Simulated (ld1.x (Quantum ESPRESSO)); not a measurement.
**Which change was made? (Be, TM)**

ld1.x (Quantum ESPRESSO) 7.5 input, shortened:

```
&input
   title='Be', zed=4., rel=1, dft='PBE', iswitch=3,
   config='[He] 2s1.75 2p0.25'
 /
 &inputp
   pseudotype=2, tm=.true., lloc=1,
   nlcc=.true., rcore=1.00
 /
2
2S  1  0   1.75   0.00  1.95  1.95  0.0
2P  2  1   0.25   0.00  4.20  4.20  0.0
 &test
   configts(1)='2s1.75 2p0.25'
 /
```

Cutoffs, loose and tight: the cutoffs (Ry, on a coarse ladder) from which the occupation-weighted sum of valence levels, in a spherical-Bessel basis at the reference potential, stays within 10 and 1 mRy of its value at 400 Ry. They do not see the model core or the augmentation charge, which bear on the density cutoff. Test errors are all-electron minus pseudo excitation energies from the reference, over the configurations 2s2 2p0; 2s1 2p0; 2s1.5 2p0; 2s0 2p1; 2s0 2p2; 2s1 2p1; variants that change the core or the reference have their own tests.

The base gives: outcome: generated; cutoff, loose: 10 Ry; cutoff, tight: 21 Ry; bound ghosts: none; largest test error (meV): -189.

Question: After one change the result is: outcome: generated; cutoff, loose: 8 Ry; cutoff, tight: 12 Ry; bound ghosts: none; largest test error (meV): -374. Which change was it?
A. core none, valence charge 4; reference 1s2 2s1.5 2p0.5; waves now 2p (bound): rc 4.20 bohr; 1s (bound): rc 0.50 bohr; local potential the s channel; core correction none
B. type PAW; waves now 2s (bound): rcut 1.70, rcutus 1.95 bohr; 2s channel at -0.05 Ry: rcut 1.70, rcutus 1.95 bohr; 2p (bound): rcut 3.65, rcutus 4.20 bohr; 2p channel at 1.45 Ry: rcut 3.65, rcutus 4.20 bohr; local potential all-electron potential smoothed inside 3.35 bohr (lloc = -1); augmentation BESSEL, radius 1.20 bohr
C. all radii but the core radius scaled by about 1.24 (s 2.42, p 5.22 bohr)

Answer: C. The others give: core none, valence charge 4; reference 1s2 2s1.5 2p0.5; waves now 2p (bound): rc 4.20 bohr; 1s (bound): rc 0.50 bohr; local potential the s channel; core correction none → outcome: generated; cutoff, loose: 300 Ry; cutoff, tight: over 300 Ry; bound ghosts: none; largest test error (meV): +375 over the solved tests; 1 of 7 tests not solved or not reliable | type PAW; waves now 2s (bound): rcut 1.70, rcutus 1.95 bohr; 2s channel at -0.05 Ry: rcut 1.70, rcutus 1.95 bohr; 2p (bound): rcut 3.65, rcutus 4.20 bohr; 2p channel at 1.45 Ry: rcut 3.65, rcutus 4.20 bohr; local potential all-electron potential smoothed inside 3.35 bohr (lloc = -1); augmentation BESSEL, radius 1.20 bohr → outcome: generated; cutoff, loose: 6 Ry; cutoff, tight: 8 Ry; bound ghosts: none; largest test error (meV): test run stopped at test 1 of 6 (negative rho).
